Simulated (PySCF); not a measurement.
## Electron correlation in Nb³¹⁺ (niobium, charge +31)

Starting occupation: [Ne]. All numbers are calculated (PySCF 2.14, X2C-1e with screened-nucleus spin-orbit coupling, Gaussian nucleus, in an even-tempered Gaussian basis (18 s from 2.8 bohr⁻², ratio 2.6; 13 p from 3.6 bohr⁻², ratio 2.6; 6 d from 3.7 bohr⁻², ratio 2.8; 3 f from 92 bohr⁻², ratio 2.8)). Frozen: 1s2; 8 electrons correlated; the 56 highest virtual spinors left out.

MP2 pair energies summed by pair of shells (mhartree):

| pair | energy | share (%) |
| --- | --- | --- |
| 2p1/2-2p3/2 | -99.34 | 33.4 |
| 2p3/2-2p3/2 | -94.44 | 31.8 |
| 2p3/2-2s1/2 | -45.45 | 15.3 |
| 2p1/2-2s1/2 | -23.11 | 7.8 |
| 2p1/2-2p1/2 | -22.81 | 7.7 |
| 2s1/2-2s1/2 | -11.85 | 4.0 |

Total MP2 correlation energy: -297.00 mhartree.

The virtual space was cut to 44 spinors, which keep -228.82 of the -297.00 mhartree of MP2 correlation.

| level | correlation energy (mhartree) |
| --- | --- |
| CCSD | -230.17 |
| (T) | -0.04 |
| CCSD(T) | -230.21 |

Diagnostics: T1 = 7.0e-05, largest double amplitude 0.003.

Cost of the coupled-cluster step: about 7 core-seconds, for 8 occupied and 44 virtual spinors.

Iterations:

```
Init t2, MP2 energy = -0.228818074615764
CCSD nocc = 8, nmo = 52
Init t2, MP2 energy = -0.228818074615764
Init E_corr(GCCSD) = -0.228818074615764
cycle = 1  E_corr(GCCSD) = -0.230133797643658  dE = -0.00131572303  norm(t1,t2) = 0.000403399
cycle = 2  E_corr(GCCSD) = -0.230171172578213  dE = -3.73749346e-05  norm(t1,t2) = 1.6468e-05
cycle = 3  E_corr(GCCSD) = -0.230172468755145  dE = -1.29617693e-06  norm(t1,t2) = 8.46548e-07
cycle = 4  E_corr(GCCSD) = -0.230172461992292  dE = 6.76285361e-09  norm(t1,t2) = 6.52293e-09
GCCSD converged
E(GCCSD) = -3077.36870745734  E_corr = -0.2301724619922918
```

The coupled-cluster values are those of the cut space; adding the MP2 remainder, -68.18 mhartree, estimates the full space.

At this charge the one-electron X2C treatment keeps the bare 1/r₁₂, with no two-electron picture change or Breit term. The effect here is smaller than on the frozen 1s shell.
